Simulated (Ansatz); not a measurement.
**Energy profile**

The step: SnH₃Br ([Br][SnH3]) + PH₃ → SnPH₅ ([PH2][SnH3]) + HBr; bonds formed: Sn1–P7, Br2–H6; bonds broken: Sn1–Br2, H6–P7 (atoms numbered as in the saddle structure below).

```csv
atom,x (Å),y (Å),z (Å)
Sn1,-0.7651,0.0132,-1.0957
Br2,2.5712,0.0514,-0.6351
H3,-0.2951,-1.4371,-1.8196
H4,-2.4633,-0.0009,-0.8192
H5,-0.3199,1.4754,-1.8133
H6,1.5114,0.5792,0.9774
P7,0.1405,0.0688,1.2659
H8,-0.7507,0.5079,2.2807
H9,0.3711,-1.2580,1.6589
```

Electronic energies by CCSD(T) at an estimated basis limit (MP2 extrapolated from triple and quadruple zeta, plus CCSD(T) − MP2 in triple zeta), on PBE0-D4/def2-TZVP structures; SnPH6Br, closed shell; no counterpoise correction. Program: Ansatz 0.2.0. Basis: def2-TZVPP and def2-QZVPP. Cores are frozen in the correlated methods. Filled d shells of the heavier atoms are correlated. Core potentials replace the inner electrons of the atoms past krypton. The def2 sets are not built for correlating such inner shells, so the correlated values are less sure here. Extrapolation: Hartree–Fock as exp(−7.88 √X), correlation as X^−2.97.

(1) Give the profile in kcal/mol, counted from the separated reactants. (Judge from chemistry; the value comes from the calculation.)

T1 diagnostic: at most 0.014.

Results:

(1) By the calculation:
| point | kcal/mol |
| --- | --- |
| separated: SnH3Br (linked as [Br][SnH3]; Sn1, Br2, H3, H4, H5; singlet) + PH3 (H6, P7, H8, H9; singlet) | 0.00 |
| start structure | -3.06 |
| saddle | 29.58 |
| end structure | 13.69 |
| separated: SnPH5 (linked as [PH2][SnH3]; Sn1, H3, H4, H5, P7, H8, H9; singlet) + HBr (Br2, H6; singlet) | 16.42 |

For scale, one of the runs: CCSD(T)/def2-TZVPP, 224 basis functions, launched by `ansatz run in.yaml --threads 8 --pin off --events-out ev --progress --plain --max-ram 19148MiB`. Time: 40 s of wall clock on 8 CPU threads of an Intel Xeon 6975P-C; the host was shared. Peak host memory: 4.2 GiB.
